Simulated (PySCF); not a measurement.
# NaPb and its ions

BP86; basis Na aug-cc-pVDZ, Pb aug-cc-pVDZ-PP with ECP60; scalar-relativistic core potentials; PySCF 2.14. Neutral (UKS): quartet (σ ↑, π ↑↑), Re = 3.009 Å, ωe = 156 cm⁻¹, De = 1.08 eV, HOMO -3.31 eV, LUMO -3.09 eV.

NaPb⁺ (UKS): triplet (σ ↑, π ↑), Re = 3.503 Å, ωe = 97.9 cm⁻¹. The energies at the minima are -355.30158 hartree for NaPb and -355.09084 for NaPb⁺.

(1) Work out the adiabatic ionisation energy, without and with harmonic zero-point energies (1 hartree = 27.2114 eV, 1 eV = 8065.5 cm⁻¹), and the change of the bond length.

These are scalar-relativistic numbers at best; spin–orbit coupling would shift them, the dissociation energy most. States were picked by a PBE0 search and need not be the measured ground states.

## Answers

(1) At BP86: 0.21074 hartree = 5.735 eV between the minima; the zero-point term (97.9 − 156.0)/2 cm⁻¹ = -0.004 eV makes it 5.731 eV. Re changes by +49.4 pm against the neutral. The electron leaves a π orbital; in so polar a molecule the change of length follows mostly from the change of the ionic charges.
